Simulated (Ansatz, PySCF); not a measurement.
Molecule: C2H4BO, charge 0, multiplicity 2. SMILES: O[B]C=C
Geometry: optimised at B3LYP-D3(BJ)/def2-TZVP (Ansatz, a quantum-chemistry and plane-wave program).

Wanted: atomisation energy, in kcal/mol. Conventions: no dispersion term unless named; UHF or UKS for open shells; non-relativistic; no spin-orbit coupling; atomisation electronic, to ground-state atoms. First-principles rows: single points at B3LYP-D3(BJ) geometries (Ansatz).

```json
[
 {"species": "C=C[B]O", "coefficient": "-1", "E at BP86/def2-SVP (PySCF), Eh": "-178.50726", "E at B3LYP/def2-TZVPD (Ansatz), Eh": "-178.72980"},
 {"species": "B atom", "coefficient": "+1", "E at BP86/def2-SVP (PySCF), Eh": "-24.62165", "E at B3LYP/def2-TZVPD (Ansatz), Eh": "-24.66397"},
 {"species": "C atom", "coefficient": "+2", "E at BP86/def2-SVP (PySCF), Eh": "-37.80175", "E at B3LYP/def2-TZVPD (Ansatz), Eh": "-37.85953"},
 {"species": "H atom", "coefficient": "+4", "E at BP86/def2-SVP (PySCF), Eh": "-0.49913", "E at B3LYP/def2-TZVPD (Ansatz), Eh": "-0.50215"},
 {"species": "O atom", "coefficient": "+1", "E at BP86/def2-SVP (PySCF), Eh": "-74.99134", "E at B3LYP/def2-TZVPD (Ansatz), Eh": "-75.09698"}
]
```

 1 Eh = 627.5095 kcal/mol.

Task: Work the quantity out at each level.

Result: 
- BP86/def2-SVP: the sum of coefficient times E is 1.29425 Eh, or 812.15 kcal/mol. Result: 812.2 kcal/mol.
- B3LYP/def2-TZVPD: the sum of coefficient times E is 1.24119 Eh, or 778.86 kcal/mol. Result: 778.9 kcal/mol.
